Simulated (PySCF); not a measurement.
A structure optimised at PBE-D3(BJ)/def2-SVP, used in a PySCF frequency run:

```xyz
7

Cd     0.1412     0.3781     0.0000
Cl    -0.3054     2.6155     0.0000
O      0.6440    -1.5333     0.0000
Si    -0.3425    -2.8832     0.0000
H     -1.2408    -2.9381    -1.2148
H      0.5367    -4.1038     0.0000
H     -1.2408    -2.9381     1.2148
```

Problem. Write its SMILES, formula and point group.

Solution. [SiH3][O][Cd][Cl], CdClH3OSi, Cs

Problem. What are its rotational constants (standard atomic weights)?

Solution. 23.272, 0.89436, 0.87008 GHz
